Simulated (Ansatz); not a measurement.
A nudged elastic band was laid between two geometries of CH₆OSSn (10 atoms, charge 0, multiplicity 1).

All numbers below come from UKS PBE-D4/def2-SVP (Ansatz 0.2.0).

* movable images: 3
* climbing image: no
* spring: 5.0 eV/Å²
* optimiser: quadratic models (default)
* start path: through a guess of the saddle point
* force threshold: 0.05 eV/Å
* iteration limit: 60
* end points: relaxed

First end point:

```xyz
10
Properties=species:S:1:pos:R:3
O -0.515 1.609 -0.652
C -1.148 0.722 0.221
Sn 0.307 -0.881 0.719
S 1.305 -0.956 -1.558
H -0.084 1.062 -1.353
H -1.437 1.260 1.147
H -2.059 0.228 -0.196
H -0.249 -2.484 1.079
H 1.586 -0.410 1.788
H 2.378 -0.200 -1.193
```

Last end point:

```xyz
10
Properties=species:S:1:pos:R:3
O -0.468 0.803 -1.150
C -0.757 0.870 0.276
Sn -0.413 -1.182 1.313
S 1.795 -1.014 -0.374
H -1.137 0.211 -1.549
H -0.079 1.647 0.678
H -1.800 1.225 0.427
H 1.481 -2.063 -1.184
H 0.576 -0.421 2.611
H 0.886 -0.128 -1.045
```

**Question.** What changes between the two ends?

**Answer.** Bonds broken: Sn3–H8. Bonds formed: S4–H8.

**Question.** Give the energies along the band, and the barrier.

**Answer.** The run converged. The highest image is number 3 of 0 to 4, 19.6 kcal/mol above the first end and 8.0 kcal/mol above the last; the last end lies 11.6 kcal/mol above the first. No image climbed, so the highest image needn't sit at the top of the path. A band with more images between the same ends climbed to 1.55 eV, so this one has probably stepped over the top. So few images can step over the top or miss a turn of the path. The orbitals were unrestricted but ended closed-shell.

```csv
image,path coordinate (Å),energy (kcal/mol),Sn3–H8 (Å),S4–H8 (Å)
0,0.00,0.0,1.73,3.42
1,2.65,1.9,1.74,3.44
2,5.29,7.9,1.73,3.11
3,7.94,19.6,3.35,1.36
4,10.58,11.6,3.26,1.36
```

**Question.** What is the geometry of the highest image?

**Answer.** 
```xyz
10
Properties=species:S:1:pos:R:3
O -1.152 1.326 -1.138
C -0.872 0.990 0.217
Sn -0.693 -1.252 0.577
S 2.041 -0.865 -0.179
H -1.980 0.872 -1.377
H 0.097 1.469 0.478
H -1.619 1.412 0.939
H 2.431 -2.171 -0.221
H -0.019 -1.006 2.235
H 1.849 -0.827 -1.529
```

The band took 19 iterations and roughly 5 core-minutes.

The run took 2.8 min on 2 threads of AMD EPYC 7R43 64-Core Processor (Zen 3) (shared host), peak memory 0.19 GiB.
